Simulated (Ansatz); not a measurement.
`CC[Si]N` + `[SiH3][SeH]` → `CC[Se][SiH3]` + `N[SiH]` at 500 K and 1 bar (substitution at a C–Si bond).

Computed with Ansatz on PBE0-D4/def2-TZVP structures; ΔE is electronic, products minus reactants. CBS: MP2 limit from def2 TZ/QZ plus the TZ coupled-cluster correction, frozen cores. This one scheme is used for every species. For Se outer-core shells are correlated without core-valence functions, which leaves a few kJ/mol of doubt a bond. Scalar relativity is left out up to krypton. Each species was taken in one conformer, which may not be the lowest.

```csv
species,CCSD(T)/CBS energy (Eh),H − E (kJ/mol),S (J/(mol·K))
`CC[Si]N`,-424.09714,282.2,375.3
`[SiH3][SeH]`,-2692.20088,115.2,325.5
`CC[Se][SiH3]`,-2770.72164,288.1,427.6
`N[SiH]`,-345.56329,110.7,274.5
```

H − E and S are ideal-gas, rigid-rotor, harmonic terms from PBE0-D4/def2-TZVP, for one conformer and one mirror image of each species. 1 Eh = 2625.50 kJ/mol, R = 8.31446 J/(mol·K).

Q: By hand: ΔE, ΔH, ΔS and ΔG.

A: ΔE = (-2770.72164) + (-345.56329) − (-424.09714) − (-2692.20088) = 0.01309 Eh = 34.4 kJ/mol. Δ(H − E) = 288.1 + 110.7 − 282.2 − 115.2 = 1.4, so ΔH = 35.8 kJ/mol. ΔS = 427.6 + 274.5 − 375.3 − 325.5 = 1.3 J/(mol·K). ΔG = 35.8 − 500 × (1.3)/1000 = 35.1 kJ/mol.

Q: By hand: the equilibrium constant, and the temperature at which ΔG would vanish if ΔH and ΔS stayed fixed.

A: log₁₀ K = −ΔG/(RT ln 10) = -3.7. ΔG = 0 at ΔH/ΔS = 27538 K, far beyond where these terms or the molecules hold.

The number of gas molecules stays the same, so ΔS is small and ΔH decides. A doubt of 5 kJ/mol in ΔE shifts log₁₀ K by 0.5 here. Other conformers and mirror images would add mixing entropy, several J/(mol·K) or more a flexible species. Modes under 60 cm⁻¹, often nearly free rotors, make the harmonic entropy too high. These are equilibria of isolated gas molecules and say nothing of rates. Largest T1 diagnostic: 0.015 (customary marks: 0.02 for closed shells, 0.045 for open ones).
